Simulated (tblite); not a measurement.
C₄H₇OSi (doublet state).
Cartesian coordinates in Å at the GFN2-xTB level; atoms count from 1:
```xyz
13
C4H7OSi angstrom
C      1.472    2.685   -0.992
C      1.328    1.562   -0.597
Si     1.180   -0.158    0.134
O      1.040   -0.091    1.751
C     -0.460   -0.899   -0.485
C     -1.682   -0.060   -0.130
H      2.379   -0.902   -0.264
H      1.683    0.332    2.313
H     -0.571   -1.897   -0.058
H     -0.409   -1.023   -1.568
H     -2.592   -0.532   -0.498
H     -1.607    0.931   -0.573
H     -1.767    0.052    0.949
```

Calculated harmonic vibrations of the isolated species, GFN2-xTB (tblite), most abundant isotopes, no scaling. The method is semi-empirical: single wavenumbers can be off by several per cent or more. Modes of hydrogen on silicon can be 10 to 20 % off. One conformer, not necessarily the lowest. Open shells enter through the occupations alone, without spin polarisation, and single modes of such species can be off by tens of per cent.

Harmonic wavenumbers (cm⁻¹): 45.6, 98.7, 135.1, 169.3, 203.1, 243.0, 248.9, 281.4, 349.1, 593.6, 599.6, 657.7, 704.2, 741.5, 784.6, 903.3, 987.1, 1022.9, 1077.6, 1241.1, 1281.2, 1416.1, 1473.9, 1504.5, 1505.6, 2210.3, 2221.6, 2973.6, 2989.1, 3010.9, 3034.4, 3040.8, 3668.3.

A = 3434, B = 2283, C = 1701 MHz; mass 99.027 u (most abundant isotopes); point group C1, symmetry number 1; spin multiplicity 2.

Problem. What is the zero-point energy?

Solution. Half the sum of the wavenumbers: 20709 cm⁻¹ = 59.21 kcal/mol.

Problem. What is S at 298.15 K and 1 bar for an ideal gas of classical rigid rotors and harmonic oscillators?

Solution. Translation 39.72, rotation 27.58, vibration 24.68, spin (R ln 2) 1.38: S = 93.3 cal/(mol K).

Problem. And Cp and H(298.15 K) − H(0)?

Solution. Cp = 31.79 cal/(mol K), of which vibrations give 23.84 (their classical limit is 33 R = 65.6); H(298.15 K) − H(0) = 6.23 kcal/mol without the zero-point energy, 3.86 from vibrations.

Problem. How do the functions run with temperature in this model?

Solution. 
```
 T (K)  S (cal/(mol K))  Cp (cal/(mol K))  H − H(0) (kcal/mol)  G − H(0) (kcal/mol)  ln q(vib)
    50             56.9              12.2                 0.48                -2.37       0.41
   100             67.1              17.8                 1.23                -5.48       1.39
373.15            101.0              36.1                 8.78               -28.89       7.51
   500            112.4              42.2                13.76               -42.44      10.09
   750            131.2              50.8                25.45               -72.98      14.72
  1000            146.7              56.6                38.92              -107.78      18.84
```

q(vib) and H(0) count from the zero-point level.

Problem. What must be added to the electronic energy to get the Gibbs energy at 298.15 K and 1 bar?

Solution. ZPE + [H(298.15 K) − H(0)] − T·S = 59.21 + 6.23 − 27.83 = 37.61 kcal/mol.

Problem. Blend soft modes into free rotors: weight 1/[1 + (100 cm⁻¹/ν̃)⁴] for the oscillator and the rest for a rotor with moment μB/(μ + B), μ = h/(8π²ν), B = 10⁻⁴⁴ kg m². What vibrational entropy results?

Solution. 22.99 cal/(mol K) in place of 24.68, which changes −T·S at 298.15 K by +0.50 kcal/mol.

Problem. Which modes carry the vibrational entropy at 298.15 K?

Solution. 45.6 cm⁻¹: 5.00; 98.7 cm⁻¹: 3.48; 135.1 cm⁻¹: 2.87; 169.3 cm⁻¹: 2.44; 203.1 cm⁻¹: 2.10; 243.0 cm⁻¹: 1.78 cal/(mol K); the other 27 give 7.00 together.

Hindered rotation and anharmonicity are outside this model. Other conformers, if any are populated, would add a mixing term that is left out. The structure is chiral; the term R ln 2 for an equal mix with its mirror image is left out.
